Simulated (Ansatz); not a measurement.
Input file for Ansatz (a first-principles code): R-wB97M-V/def2-TZVPP on C2H6Si (SMILES C[Si]C), a point of a torsion scan.

Ansatz 0.2 input:
```yaml
crystal:
  periodic: [false, false, false]
  atoms:
    - {symbol: C, position_ang: [1.44847600, -0.05785715, 0.06213317]}
    - {symbol: Si, position_ang: [0.21560722, 0.53419740, -1.29400283]}
    - {symbol: C, position_ang: [-1.03555689, -0.92796354, -1.21321997]}
    - {symbol: H, position_ang: [1.88423312, -1.02513499, -0.19043742]}
    - {symbol: H, position_ang: [2.27105261, 0.64250807, 0.19460381]}
    - {symbol: H, position_ang: [0.95558467, -0.16495962, 1.02903472]}
    - {symbol: H, position_ang: [-0.54746567, -1.88445606, -1.40366137]}
    - {symbol: H, position_ang: [-1.83233377, -0.81942519, -1.94682020]}
    - {symbol: H, position_ang: [-1.50664575, -0.99199560, -0.23174910]}
basis:
  gaussian:
    orbitals: def2-TZVPP
hamiltonian:
  xc: {name: wB97M-V}
scf: {lower_state_search: off}
```

### Question
Predict the final total energy.

### Answer
-369.2321 hartree.

### Question
How many basis functions does it have, and what does it roughly cost on one machine?

### Answer
188 functions; roughly 6 core-seconds.
